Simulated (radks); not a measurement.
Task: Species: Cu5+. Configuration: [Ar] 3d6. Calculated with a radial shooting solver on a logarithmic mesh with Libxc functionals: scalar-relativistic Kohn-Sham, r2SCAN, spin-polarised, spherical densities, finite nucleus; open shells are filled with parallel spins first; meta-GGA in the generalised Kohn-Sham scheme; Fermi nuclear charge, rms radius 3.8823 fm. Some entries of the table are withheld. Estimate them.

orbital,occ.,eigenvalue (eV),<1/r> (bohr^-1),<r^2> (bohr^2)
1s down,1,-8976.967,29.15,0.003659
1s up,1,-8976.948,29.15,0.003659
2s up,1,-1175.223,6.338,0.06520
2s down,1,-1171.223,6.353,0.06488
2p up,3,(1),6.204,0.05238
2p down,3,(2),6.217,0.05206
3s up,1,-216.2695,2.062,0.5455
3s down,1,-208.9649,2.042,0.5531
3p up,3,-171.2002,(3),0.5904
3p down,3,-163.8952,(4),0.6021
3d up,5,(5),1.668,0.6962
3d down,1,(6),1.637,0.7365

Result: 
(1) 2p up eigenvalue (eV): -1025.934
(2) 2p down eigenvalue (eV): -1022.921
(3) 3p up <1/r> (bohr^-1): 1.928
(4) 3p down <1/r> (bohr^-1): 1.907
(5) 3d up eigenvalue (eV): -98.5730
(6) 3d down eigenvalue (eV): -91.0901
